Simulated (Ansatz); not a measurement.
Process, species as SMILES: [N]=C=O → [N-]=C=O (an electron is taken up)
B3LYP-D3(BJ)/def2-TZVP geometries, fixed; electronic energies without zero-point terms; positive where energy is released.

The adiabatic electron affinity at MP2 with Ansatz (a quantum-chemistry and plane-wave program), in eV, split into its Hartree-Fock and correlation parts. Cores are frozen. Open shells are unrestricted. No added dispersion term, no relativity. Functions are those of the species that has most. These sets lack the diffuse functions that anions need.

```
basis    X  functions  Hartree-Fock    MP2
-------  -  ---------  ------------  -----
cc-pVDZ  2         42         1.709  3.013
cc-pVTZ  3         90         2.012  3.690
cc-pVQZ  4        165         2.127  3.963
```

Worked estimate of the basis-set limit from each neighbouring pair, with Hartree-Fock from the larger set and the correlation part extrapolated as X^-3.
Correlation parts: X = 2: 1.304, X = 3: 1.678, X = 4: 1.836.
- (2,3): (27·(1.678) - 8·(1.304))/19 = 1.835; with Hartree-Fock 2.012 the estimate is 3.847 eV.
- (3,4): (64·(1.836) - 27·(1.678))/37 = 1.951; with Hartree-Fock 2.127 the estimate is 4.078 eV.
The last two estimates differ by 0.231 eV; the largest set lies 0.115 from the last. Over the last step Hartree-Fock moves by 0.115 and the correlation part by 0.158.
